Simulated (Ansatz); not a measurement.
Reaction (substitution at a C–Zn bond): `C=C=[CH][ZnH]` + HCl → `C=C=CCl` + `[ZnH2]`

Calculated with Ansatz (gas phase, PBE0-D4/def2-TZVP geometries, no zero-point term in ΔE). CCSD(T)/CBS adds triple-zeta CCSD(T) − MP2 to the extrapolated MP2 energy (def2 sets, frozen cores). This one scheme is used for every species. DFT in def2-TZVPP. B3LYP here is the variant with VWN-RPA as its local correlation; programs differ in this. For Zn outer-core shells are correlated without core-valence functions, which leaves a few kJ/mol of doubt a bond. Scalar relativity is left out up to krypton.

(1) Is it downhill or uphill in electronic energy at CCSD(T)/CBS, and by how much? (Best estimate.)

(2) What do these levels give: PBE0-D4, B3LYP-D4, r2SCANh-D4, PBE-QIDH, BLYP, PBE0, B3LYP, r2SCANh, RPA@PBE/def2-TZVPP, CCSD(T)/def2-SVP, HF/def2-TZVPP, MP2/def2-TZVPP? (Estimate.)

Largest T1 diagnostic among the species: 0.016.

Answers

(1) The calculation gave: Uphill: ΔE = +87.8 kJ/mol.

(2) Ansatz gave: PBE0-D4 80.8, B3LYP-D4 78.2, r2SCANh-D4 84.5, PBE-QIDH 88.5, BLYP 74.8, PBE0 80.7, B3LYP 78.3, r2SCANh 84.4, RPA@PBE/def2-TZVPP 84.2, CCSD(T)/def2-SVP 88.9, HF/def2-TZVPP 81.6, MP2/def2-TZVPP 95.4 kJ/mol.

From PBE to PBE0 (25 % exact exchange), in def2-TZVPP and without D4, ΔE moves by +4.2 kJ/mol. Leaving LDA and LC-ωPBE aside and taking each functional with its dispersion term where it has one, the values, not all of them listed here, spread over 14.6 kJ/mol, from revPBE-D4 to PBE-QIDH. In def2-TZVPP, CCSD(T) changes the Hartree–Fock value by +6.1 kJ/mol (the triples alone add −0.0 kJ/mol) and MP2 by +13.9 kJ/mol.
